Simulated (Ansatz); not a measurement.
A run on CSe2 (`[Se]=C=[Se]`) with other settings.

```yaml
crystal:
  periodic: [false, false, false]
  atoms:
    - {symbol: Se, position_ang: [-1.172419, 0.996684, -0.381661]}
    - {symbol: C, position_ang: [0.203681, -0.016082, 0.064054]}
    - {symbol: Se, position_ang: [1.121080, -1.136588, 0.556139]}
basis:
  gaussian: {orbitals: aug-cc-pVDZ}
hamiltonian: {xc: {name: B2GP-PLYP}}
output: {forces: true}
```

```sh
$ ansatz run in.yaml --threads 4 --pin off --events-out ev --progress --plain --max-ram 10444MiB
```

Output, abridged:

```
Functional definition: B2GP-PLYP
1058 factors; integrals over basis functions are off by at most 7.5e-4 eV
mean field evaluation 1: about -131695.5903 eV, gradient 1.8e1 eV
mean field evaluation 2: about -131695.5911 eV, gradient 1.8e1 eV
mean field evaluation 4: about -131696.4913 eV, gradient 2.0e0 eV
mean field evaluation 8: about -131696.5047 eV, gradient 6.8e-2 eV
mean field evaluation 16: about -131696.5047 eV, gradient 1.4e-5 eV
mean field -131696.50466865 eV, -4839.7572794759 hartree, gradient 4.2e-6 eV, S^2 0.000000; 0 other end points of the search recorded, 0 dependent functions left out
19 core orbitals not correlated: weight in the atoms' cores, before any rotation towards them, 1.000 or more for the frozen orbitals, at most 0.000 for the correlated occupied ones
reference -131696.50478069 eV, -4839.7572835932 hartree; 18, 18 occupied and 58, 58 virtual orbitals, 1058 factors
second order -13.64555270 eV of doubles, -0.00000000 eV of singles
Total energy: -131701.41717966 eV, -4839.9378109257 hartree
Atom 0 at    -1.172419     0.996684    -0.381661 Å, force     1.376788    -0.432579     0.191740 eV/Å
Atom 1 at     0.203681    -0.016082     0.064054 Å, force    -8.526130     8.293704    -3.645290 eV/Å
Atom 2 at     1.121080    -1.136588     0.556139 Å, force     7.149342    -7.861126     3.453550 eV/Å
Dipole moment:     0.162951    -0.233473     0.102484 e Å
```

Run time 3 s (4 threads of an Intel Xeon Platinum 8488C on a shared host); peak host memory 0.25 GiB.
